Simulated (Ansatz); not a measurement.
Reaction (atomization): `NB(O)[SiH2]Cl` → B• + Cl• + 5 H• + N• + O• + Si•

Computed with Ansatz on PBE0-D4/def2-TZVP structures; ΔE is electronic, products minus reactants. CBS: MP2 limit from def2 TZ/QZ plus the TZ coupled-cluster correction, frozen cores. This one scheme is used for every species, atoms too. For atomizations the MP2-based limit and the directly extrapolated one differ by several kJ/mol either way, and by 10 to 25 for some Ge, Se and Sn compounds, so smaller differences from it don't rank the levels. DFT in def2-TZVPP. B3LYP here is the variant with VWN-RPA as its local correlation; programs differ in this. HSE06 is defined as in plane-wave codes. No spin–orbit coupling; open shells (•) take unrestricted orbitals. Spin–orbit coupling would lower the free atoms: a little for B, Cl, O, Si. Each species was taken in one conformer, which may not be the lowest.

```csv
level,ΔE (kJ/mol)
r2SCANh-D4,3622.7
B2PLYP,3596.4
B3LYP,3603.3
HSE06,3618.4
LC-ωPBE,3620.4
HF/def2-TZVPP,2635.9
MP2/def2-TZVPP,3597.8
HF/def2-QZVPP,2642.2
```

**Question.** What does CCSD(T)/CBS give? (Best estimate.)

**Answer.** Ansatz gave: +3634.6 kJ/mol. The listed levels differ from it by -11.9, -38.2, -31.3, -16.2, -14.2, -998.7, -36.8, -992.4 kJ/mol.

Largest T1 diagnostic among the species: 0.014.

Leaving LDA and LC-ωPBE aside and taking each functional with its dispersion term where it has one, the values, not all of them listed here, spread over 166.0 kJ/mol, from BHLYP-D4 to PBE-D4. LDA lies +480.3 kJ/mol from PBE without D4, its usual overbinding. At CCSD(T), def2-SVP lies −244.9 kJ/mol from the extrapolated value and def2-TZVPP −110.0 kJ/mol: correlation converges slowly with the basis, and small sets miss more of it in the bonded molecule than in its fragments. In def2-TZVPP, CCSD(T) changes the Hartree–Fock value by +888.8 kJ/mol (the triples alone add +54.9 kJ/mol) and MP2 by +961.9 kJ/mol; breaking electron pairs costs correlation energy, which Hartree–Fock lacks.
